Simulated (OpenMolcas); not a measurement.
Ca I: effect of correlating more closed shells

```json
{"Program": "OpenMolcas 26.06", "Basis": "ANO-RCC-VQZP [7s6p3d2f1g]", "Scalar Hamiltonian": "DKH2, point nucleus", "Active space": "2 electrons in 9 orbitals (3d 4s 4p)", "State averaging": "2S+1 = 3 even, 18 roots (8 in the spin-orbit step); 2S+1 = 1 even, 12 roots; 2S+1 = 3 odd, 18 roots; 2S+1 = 1 odd, 8 roots", "Spin-orbit coupling": "state interaction with AMFI integrals over the reference wave functions, term energies averaged over their components"}
```

Methods on the same reference wave functions:
A. CASSCF
B. MS-CASPT2, IPEA 0.25 Eh, imaginary shift 0.1 Eh (closed shells correlated: 3s 3p)
C. MS-CASPT2, IPEA 0.25 Eh, imaginary shift 0.1 Eh (closed shells correlated: 2s 2p 3s 3p)

Energies in cm-1 above 4s2 1S0, the measured ground level; measured values from NIST Handbook of Basic Atomic Spectroscopic Data.

```tsv
Level	A	B	C	Measured
4s2 1S0	0.0	0.0	0.0	0.0
4s 4p 3P* 0	14041	14850	14860	15158
4s 4p 3P* 1	14069	14880	14880	15210
4s 4p 3P* 2	14124	14930	14940	15316
4s 4p 1P* 1	23874	23420	23410	23652
3d 4s 1D2(1)	26278	26190	26190	21850
3d 4s 3D1	26934	25430	25410	20335
3d 4s 3D2	26940	25440	25420	20349
3d 4s 3D3	26949	25450	25430	20371
4p2 3P0	37503	38830	38830	38418
4p2 3P1	37542	38870	38870	38465
4p2 3P2	37617	38940	38950	38552
3d 4p 3F* 2	40609	40570	40560	35730
3d 4p 3F* 3	40647	40610	40590	35819
3d 4p 3F* 4	40695	40660	40640	35897
3d 4p 1D* 2	41042	41380	41370	35835
```

Deviations, from unrounded energies. A percentage is the sum of absolute deviations over the sum of measured energies, with the sign that they share, or ± where signs differ.

| Against measurement | Levels | A | B | C |
| --- | --- | --- | --- | --- |
| mean absolute deviation (cm-1) | 15 | 3400 | 2800 | 2800 |
| other configurations (%) | 15 | ±12.3 | ±10.2 | ±10.2 |

B, C lie about equally close to measurement and A furthest from it. The largest miss of C in the table is 3d 4p 1D* 2, by +5500 cm-1. The ranking rests on the paired levels alone, and a cruder setting can come out closer through cancelling errors.

Between B and C the level of the table that moves most is 3d 4s 3D3, by 19 cm-1 (lowest in C, highest in B). Moves below CASPT2's spread within the term are not significant.

The two smallest mean deviations differ by little beside CASPT2's spread within terms, so their order carries little weight.

The lowest spin-free term lies below A's lowest term by 0.265 hartree in B, 0.311 hartree in C.

What an inner shell adds also hangs on whether the basis holds functions to correlate it.

Term energies are means over components that CASPT2 splits; among the terms shown or strongly mixed into the levels shown the widest spread is 87 cm-1 (3d 4p 3F*, C). Some high roots are left out of the spin-orbit mixing, which shifts the levels that they would mix with. Configurations are named by rounded mean occupations; where the s occupation lies near a half they are strongly mixed, a name can repeat and a true partner stay unpaired. A single d shell beside an s shell can misplace configurations of different d count against each other. Without dynamic correlation excited terms often stand tens of per cent too high (terms of higher spin than the ground term too low), and those without a measured partner can miss by more than the paired ones (holds for A). Computed and measured levels are paired by configuration, term and J; levels that our copy of the source lacks, or whose pairing is in doubt (as where it misses far off the trend of its configuration), stay unpaired and out of the deviations. Only configurations of the active space appear. The table leaves out levels that lie high or whose names do not pair safely across all columns.

A number in round brackets counts repeated terms of one configuration in the order of the reference energies. * marks odd parity.
